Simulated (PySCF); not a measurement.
# Löwdin shares of the frontier orbitals

Species: C₄H₄F₃NO.
Atom-mapped SMILES: `[O:1]=[CH:2][N:3]1[CH2:4][C@H:5]1[C:6]([F:7])([F:8])[F:9]` (hydrogens: H10 on C2; H11, H12 on C4; H13 on C5)

Cartesian coordinates in Å at the GFN2-xTB level; atoms count from 1:
```xyz
13
C4H4F3NO angstrom
O     -2.7708   -0.6016    0.2116
C     -1.6422   -0.9631    0.0417
N     -0.7020   -0.2548   -0.6392
C     -0.3414    1.1233   -0.7043
C      0.6713    0.0557   -0.4473
C      1.2670   -0.0862    0.9373
F      0.4292    0.2975    1.9046
F      2.3816    0.6474    1.0648
F      1.6115   -1.3558    1.1988
H     -1.2617   -1.9611    0.3265
H     -0.6402    1.7655    0.1164
H     -0.3731    1.5840   -1.6829
H      1.3665   -0.2504   -1.2241
```

Method: TDDFT PBE0/def2-SVPD, vertical, gas phase, core orbitals frozen in the response (PySCF 2.14.0, density-fitted response routines).

Frontier orbitals with the atoms that hold most of them (Löwdin shares over 4%, at most four atoms; ? is withheld):

| orbital | ε (eV) | atoms |
| --- | --- | --- |
| HOMO-3 | -11.34 | N3 23%, C5 21%, O1 17%, C4 14% |
| HOMO-2 | -11.14 | C4 26%, C5 20%, N3 15%, F9 12% |
| HOMO-1 | -8.44 | ? |
| HOMO | ? | O1 58%, N3 16%, C2 13%, H10 6% |
| LUMO | -0.38 | ? |
| LUMO+1 | 0.46 | C5 18%, H13 17%, C4 15%, H12 13% |
| LUMO+2 | 0.84 | C4 17%, F9 13%, H12 11%, C5 9% |

Give the leading atoms of the LUMO.

C2 (bonded to N, O and H) 37%; O1 (bonded to C) 29%; N3 (bonded to 3 C) 14%; H10 (bonded to C) 7%.

Which atoms hold the HOMO-1, and with what shares?

O1 (bonded to C) 34%; N3 (bonded to 3 C) 34%; C2 (bonded to N, O and H) 9%; C4 (bonded to C, N and 2 H) 7%. By element: oxygen 34%, nitrogen 34%, carbon 16% or more.

What is the HOMO energy, and the HOMO–LUMO gap?

ε(HOMO) = -8.01 eV; the gap is 7.63 eV (0.2805 hartree).

The HOMO–LUMO gap is 7.63 eV. Where does the response calculation put the lowest singlet, and from which orbitals?

S1 is at 5.38 eV (f = 0.0034), 2.25 eV below the gap, made of HOMO→LUMO (85%), HOMO-1→LUMO (13%). 

One configuration dominates each of S1, S2, S3 and S5. Which, and how do the shares of the two leading atoms of either orbital change from the occupied to the empty one?

- S1 (5.38 eV, f 0.0034), HOMO→LUMO (85%): O1 58% → 29%, N3 16% → 14%, C2 13% → 37%
- S2 (7.16 eV, f 0.226), HOMO-1→LUMO (77%): O1 34% → 29%, N3 34% → 14%, C2 9% → 37%
- S3 (7.43 eV, f 0.0063), HOMO→LUMO+1 (79%): O1 58% → at most 13%, N3 16% → at most 13%, C5 at most 6% → 18%, H13 at most 6% → 17%
- S5 (7.80 eV, f 0.026), HOMO-1→LUMO+1 (86%): O1 34% → at most 13%, N3 34% → at most 13%, C5 at most 7% → 18%, H13 at most 7% → 17%

One conformer stands for the species.
